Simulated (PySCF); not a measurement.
C7H9N.
Geometry (GFN2-xTB, Å), atoms numbered from 1 in this order:
```
atom  x, y, z in Å
C1     1.8338   -0.0235    0.1101
C2     0.5167    0.1975   -0.6347
C3    -0.2832   -1.1045   -0.8354
C4    -1.3460   -1.1196    0.2761
C5    -1.4221    0.3062    0.7127
C6    -0.4225    1.0318    0.2091
C7    -0.1799    2.3947    0.4365
N8     0.0409    3.5083    0.6066
H9     1.6551   -0.5339    1.0544
H10    2.3150    0.9297    0.3199
H11    2.5105   -0.6269   -0.4907
H12    0.7304    0.6898   -1.5881
H13   -0.7730   -1.0882   -1.8095
H14    0.3634   -1.9792   -0.7975
H15   -2.3106   -1.4918   -0.0718
H16   -1.0425   -1.7458    1.1206
H17   -2.1931    0.6674    1.3718
```

PySCF closed-shell single points with density fitting, gas phase. The input was altered on purpose; the results of an altered input aren't properties of the species above.

Task: What comes out at HCTH407/6-31++G** with: at most 64 cycles, all coordinates scaled by 1.03?

Result: E = -326.8705 Eh; HOMO -6.56 eV, LUMO -2.45 eV (gap 4.11 eV), in 11 cycles. The distance C1···C2 goes from 1.529 to 1.575 Å, the nuclear repulsion from 343.17 to 333.18 Eh (it goes as one over the scale factor).

Coordinates of the altered input:
```
atom  x, y, z in Å
C1     1.8888   -0.0242    0.1134
C2     0.5322    0.2033   -0.6538
C3    -0.2918   -1.1377   -0.8604
C4    -1.3864   -1.1532    0.2844
C5    -1.4647    0.3154    0.7341
C6    -0.4351    1.0627    0.2153
C7    -0.1852    2.4666    0.4495
N8     0.0422    3.6136    0.6246
H9     1.7048   -0.5499    1.0861
H10    2.3844    0.9575    0.3295
H11    2.5858   -0.6457   -0.5054
H12    0.7524    0.7104   -1.6358
H13   -0.7962   -1.1209   -1.8638
H14    0.3743   -2.0386   -0.8213
H15   -2.3800   -1.5365   -0.0739
H16   -1.0738   -1.7981    1.1542
H17   -2.2588    0.6875    1.4129
```

The SCF part of the output:
```
final grid: 137800 points
cycle   1  E = -326.7828427441  dE =  4.162e-01  |g| = 5.539e-01  |ddm| = 8.793e+00
cycle   2  E = -326.4707145092  dE =  3.121e-01  |g| = 1.247e+00  |ddm| = 1.422e+01
cycle   3  E = -326.8267601514  dE = -3.560e-01  |g| = 4.163e-01  |ddm| = 9.716e+00
cycle   4  E = -326.8695369336  dE = -4.278e-02  |g| = 5.934e-02  |ddm| = 2.207e+00
cycle   5  E = -326.8702874883  dE = -7.506e-04  |g| = 2.506e-02  |ddm| = 9.392e-01
cycle   6  E = -326.8704190493  dE = -1.316e-04  |g| = 1.472e-02  |ddm| = 2.372e-01
cycle   7  E = -326.8704775728  dE = -5.852e-05  |g| = 4.551e-03  |ddm| = 5.399e-02
cycle   8  E = -326.8704829857  dE = -5.413e-06  |g| = 8.947e-04  |ddm| = 2.221e-02
cycle   9  E = -326.8704831908  dE = -2.051e-07  |g| = 2.320e-04  |ddm| = 7.340e-03
cycle  10  E = -326.8704832064  dE = -1.562e-08  |g| = 3.971e-05  |ddm| = 2.171e-03
cycle  11  E = -326.8704832068  dE = -3.283e-10  |g| = 1.958e-05  |ddm| = 5.348e-04
converged SCF energy = -326.8704832068
```
